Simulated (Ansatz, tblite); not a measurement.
Cost and result up the ladder for MoNCl3 (5 atoms). Charge 0, multiplicity 1. Geometry: B3LYP-D4/def2-SVP.

Cartesian coordinates in Å:
```
Mo -0.029 0.010 0.028
N -1.177 0.412 1.104
Cl 1.903 -0.108 1.210
Cl -0.027 1.675 -1.513
Cl -0.670 -1.990 -0.829
```

Ansatz on 4 threads of Arm Neoverse V1 on a shared host; xTB runs through tblite on one thread. Times are rough, summed over both states, and most runs start from the orbitals of an earlier one. No level here is sound enough to serve as a yardstick. The other state is a triplet.

In the def2 sets Mo takes a core potential; there is no spin–orbit coupling. The xTB rows come from tblite. HOMO above LUMO, or a gap near zero within one spin, warns that the state may not be the lowest or that an electron is smeared out.

xTB has no spin-polarisation term.

```csv
level,functions,wall time,vertical triplet (eV),remarks
GFN1-xTB,40,0.011 s,3.01,–
GFN2-xTB,40,0.015 s,2.04,–
PBE-D4/def2-TZVP (with forces),182,14 s,3.05,gap within one spin near zero (triplet)
r2SCAN-D4/def2-TZVP,182,33 s,3.03,restricted SCF unstable in HF (singlet)
```
